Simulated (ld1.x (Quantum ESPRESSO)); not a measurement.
## PBE TM dataset for N, scalar-relativistic all-electron reference.

ld1.x (Quantum ESPRESSO) 7.5 was run on this input:

```
&input
   title='N', zed=7., rel=1, dft='PBE', iswitch=3,
   config='[He] 2s2 2p2',
   nld=2, rlderiv=1.70, eminld=-4.0, emaxld=5.0, deld=0.02
 /
 &inputp
   pseudotype=2, tm=.true., lloc=-2, rcloc=0.70,
   nlcc=.false.,
   file_pseudopw='N.UPF', file_wfcaegen='ae.wfc', file_wfcncgen='nc.wfc', file_beta='beta', file_chi='chi'
 /
2
2S  1  0   2.00   0.00  0.65  0.65  0.0
2P  2  1   2.00   0.00  1.55  1.55  0.0
 &test
   configts(1)='2s2 2p2'
 /
```

Command:

```bash
ld1.x < N.in > N.out
```

Resulting log (shortened: banner, matrices, multipoles, cross overlaps and the repeated all-electron block are left out):

```
Program LD1 v.7.5
     --------------------------- All-electron run ----------------------------

     N
     scalar relativistic calculation

     atomic number is  7.00
     dft =PBE   lsd =0 sic =0 latt =0  beta=0.20 tr2=1.0E-14
     Exchange-correlation= PBE
                           (   1   4   3   4   0   0   0)
     mesh =1085 r(mesh) =  99.89202 a.u. xmin = -7.00 dx = 0.01250
     1 Ry =  13.60569312 eV, c = 137.03599908

     n l     nl                  e(Ry)          e(Ha)          e(eV)
     1 0     1S 1( 2.00)       -29.5229       -14.7614      -401.6791
     2 0     2S 1( 2.00)        -2.3859        -1.1930       -32.4622
     2 1     2P 1( 2.00)        -1.5206        -0.7603       -20.6884

     final scf error:  1.6E-15 reached in  19 iterations

     Etot =    -107.907526 Ry,     -53.953763 Ha,   -1468.156688 eV

     Ekin =     107.738032 Ry,      53.869016 Ha,    1465.850603 eV
     Encl =    -247.794457 Ry,    -123.897228 Ha,   -3371.415339 eV
     Eh   =      44.521546 Ry,      22.260773 Ha,     605.746486 eV
     Exc  =     -12.372647 Ry,      -6.186323 Ha,    -168.338437 eV

     normalization and overlap integrals

     s(1S/1S) =  1.000000  <r> =   0.2296  <r2> =    0.0713  r(max) =   0.1483
     s(2S/2S) =  1.000000  <r> =   1.2447  <r2> =    1.8543  r(max) =   0.9916
     s(2P/2P) =  1.000000  <r> =   1.2761  <r2> =    2.0630  r(max) =   0.9200

     ------------------------ End of All-electron run ------------------------

     --------------------- Generating NC pseudopotential ---------------------

      Generating local potential from pseudized AE potential:
      Matching radius rcloc =   0.7000
      Enforcing V''(0)=0 (lloc=-2)

      Local pseudo, rcloc= 0.708 Estimated cut-off energy=    57.30 Ry

      Wfc   2S  rcut= 0.656  Using Troullier-Martins method

      Wfc   2P  rcut= 1.536  Using Troullier-Martins method

     ------------------- End of pseudopotential generation -------------------

     Computing logarithmic derivative in   1.70806
     Computing logarithmic derivative in   1.70806
     Computing the partial wave expansion
     R is outside the sphere for l=    0 j= 0.00
     R is outside the sphere for l=    1 j= 0.00

     ---------------------- Testing the pseudopotential ----------------------

     N
     scalar relativistic calculation

     atomic number is  7.00   valence charge is  5.00
     dft =PBE   lsd =0 sic =0 latt =0  beta=0.20 tr2=1.0E-14
     mesh =1085 r(mesh) =  99.89202 xmin = -7.00 dx = 0.01250

     n l     nl             e AE (Ry)        e PS (Ry)    De AE-PS (Ry)
     1 0     2S   1( 2.00)       -2.38592       -2.38590       -0.00002
     2 1     2P   1( 2.00)       -1.52057       -1.52058        0.00001

     eps = 3.7E-17  iter =  6

     Etot =    -107.907526 Ry,     -53.953763 Ha,   -1468.156688 eV
     Etotps =   -18.262544 Ry,      -9.131272 Ha,    -248.474566 eV

     Ekin =      10.789930 Ry,       5.394965 Ha,     146.804482 eV
     Encl =     -38.026460 Ry,     -19.013230 Ha,    -517.376339 eV
     Ehrt =      11.518885 Ry,       5.759443 Ha,     156.722420 eV
     Ecxc =      -3.670796 Ry,      -1.835398 Ha,     -49.943727 eV
     Epseu=       1.125896 Ry,       0.562948 Ha,      15.318598 eV

     ---------------------- End of pseudopotential test ----------------------
```

Generation and configuration tests took about 0.75 s on one core of a shared server CPU.
